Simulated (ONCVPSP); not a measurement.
Transferability test, ONCV potential for strontium (Sr)

Sr (Z = 38), optimised norm-conserving Vanderbilt (ONCV), made with ONCVPSP 4.0.1 (LDA (Perdew-Wang 92), scalar-relativistic). Core [Kr], reference 5s2. Waves: 5s: rc 3.95 bohr, ncon 3, nbas 7, qcut 2 1/bohr, 2 projectors, debl 0.3 Ha; p scattering state at 0.15 Ha: rc 3.38 bohr, ncon 4, nbas 9, qcut 2.9 1/bohr, 1 projector; d scattering state at 0.45 Ha: rc 3.95 bohr, ncon 4, nbas 8, qcut 2.3 1/bohr, 3 projectors, debl 2.1 Ha; f scattering state at 0.24 Ha: rc 3.70 bohr, ncon 4, nbas 7, qcut 3.2 1/bohr, 1 projector. Local part: polynomial inside 2.15 bohr (lpopt 5, dvloc0 2 Ha). Core correction: Teter function fitted to the true core (icmod 2), fcfact 0.6.

In the p channel the program set the typed energies aside and used 0.050 Ha. In the d channel the program set the typed energies aside and used -0.052, 2.048, 4.148 Ha.

Energies are relative to the spin-unpolarised reference configuration 5s2; without spin polarisation the order of configurations can differ from experiment.

(1) Give the all-electron excitation energy and the error of the potential for: 5s1; 5s1.5; 5s1 5p1; 5s0 5p1.

Note: no bound ghost flagged; GHOST(+) flagged for s at 20.4 eV, d at 118.5 eV, d at 214.6 eV, d at 343.0 eV, d at 574.4 eV.

Results:

(1)

```
valence configuration  charge  ΔE all-electron (eV)  error AE − PS (meV)
                  5s1      +1                 6.059                 -5.1
                5s1.5    +0.5                 2.410                 -0.8
              5s1 5p1       0                 2.389                 -0.5
              5s0 5p1      +1                 9.098                  -42
```
